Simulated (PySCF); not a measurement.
# Fine-structure interval of Ag³⁴⁺ by level of theory

Ag³⁴⁺ [Ne] 3s2 3p1 [3p1/2^1, M_J = 1/2] → Ag³⁴⁺ [Ne] 3s2 3p1 [3p3/2^1, M_J = 3/2], as a difference of total energies. All numbers are calculated (PySCF 2.14, the two-component X2C-1e Hamiltonian, in an even-tempered Gaussian basis (19 s from 6.2 bohr⁻², ratio 2.4; 13 p from 8.1 bohr⁻², ratio 2.4; 4 d from 28 bohr⁻², ratio 2.6; 4 f from 42 bohr⁻², ratio 2.6)). Correlated levels: 1s2 frozen; the 50 highest virtual spinors dropped. "Screened" scales the spin-orbit matrix elements by Boettger's factors to mimic the two-electron term; Breit and QED terms are absent.

```
                    method  fine-structure interval (cm⁻¹)
 GHF (screened spin-orbit)                          358800
GMP2 (screened spin-orbit)                          356410
     GHF (bare spin-orbit)                          375300
```
